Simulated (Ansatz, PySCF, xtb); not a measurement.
Noncovalent pair: HCl (SMILES Cl) (first 2 atoms) with ClH3Si (SMILES [SiH3]Cl); geometry from B3LYP-D3(BJ)/def2-TZVP, rigid monomers moved along the line of their centres of mass till H2···Cl4 is 2.84 Å.
(charge 0, multiplicity 1):
```xyz
7

Cl    -0.314    -0.418     0.969
H      0.590    -0.101     1.832
Si    -0.451     0.446     5.145
Cl     1.500     0.583     4.430
H     -0.924    -0.929     4.912
H     -1.271     1.426     4.412
H     -0.411     0.758     6.585
```

Interaction energies are E(AB) − E(A) − E(B) at the monomers' geometry in the complex; basis-set methods are counterpoise corrected. Rows marked so take none.

Frozen-core correlation. CBS: X⁻³ extrapolation of the correlation energy, Hartree–Fock from the larger set. Rows in 6-311+G** carry no dispersion term and start afresh at each structure.

Codes used: Ansatz (Gaussian orbitals); PySCF for 6-311+G** rows; xtb for the GFN methods. Values without a source in brackets are computed.

Task: What interaction energy does GFN1-xTB give?

Result: -6 kJ/mol

Ansatz is a first-principles code.
